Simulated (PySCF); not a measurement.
Geometries of 3 isomers of C5H6Se, from PySCF 2.14.0, PBE0-D3(BJ)/def2-SVP geometry optimisation, gas phase. One conformer each, no zero-point energy, no frequencies.

Question: Which isomer lies lowest at this level?
A.
```xyz
12
angstrom
C     -1.717   -0.217    0.025
C     -0.260    0.128    0.001
C      0.774   -0.869   -0.021
C      2.050   -0.389   -0.042
Se     2.079    1.465   -0.032
C      0.225    1.408   -0.004
H     -2.344    0.684    0.030
H     -1.997   -0.819   -0.855
H     -1.971   -0.811    0.918
H      0.552   -1.940   -0.020
H      2.974   -0.966   -0.061
H     -0.361    2.326    0.009
```
B.
```xyz
12
angstrom
C     -0.891    1.867    0.009
C     -0.789    0.657   -0.009
C     -0.628   -0.755   -0.030
C     -1.673   -1.602   -0.063
Se     1.162   -1.445   -0.011
C      2.172    0.206    0.060
H     -1.002    2.936    0.025
H     -1.529   -2.685   -0.077
H     -2.694   -1.218   -0.077
H      3.227   -0.099    0.075
H      1.978    0.821   -0.827
H      1.938    0.769    0.973
```
C.
```xyz
12
angstrom
C      2.545   -0.645    0.014
C      1.536    0.019    0.116
C      0.336    0.818    0.206
C     -0.787    0.444   -0.789
C     -1.617   -0.486    0.095
Se    -0.846    0.292    1.739
H      3.436   -1.240   -0.061
H      0.587    1.888    0.231
H     -0.423    0.002   -1.730
H     -1.361    1.350   -1.030
H     -1.329   -1.544    0.014
H     -2.708   -0.390    0.014
```

Answer: A. That is `Cc1cc[se]c1`, 53.6 kcal/mol below the next.

```
          SMILES                    atoms numbered as above       E (Eh)  relative (kcal/mol)  relative (kJ/mol)  dipole (D)
     Cc1cc[se]c1     [CH3:1][c:2]1[cH:3][cH:4][se:5][cH:6]1  -2594.74043                  0.0                0.0        0.70
C#C[C@H]1CC[Se]1  [CH:1]#[C:2][C@H:3]1[CH2:4][CH2:5][Se:6]1  -2594.65496                 53.6              224.4        1.56
   C#CC(=C)[Se]C   [CH:1]#[C:2][C:3](=[CH2:4])[Se:5][CH3:6]  -2594.64589                 59.3              248.2        1.28
```

As drawn, the lowest has an aromatic ring, which the highest lacks; the highest has a C≡C bond and a C=C bond outside aromatic rings, which the lowest lacks.
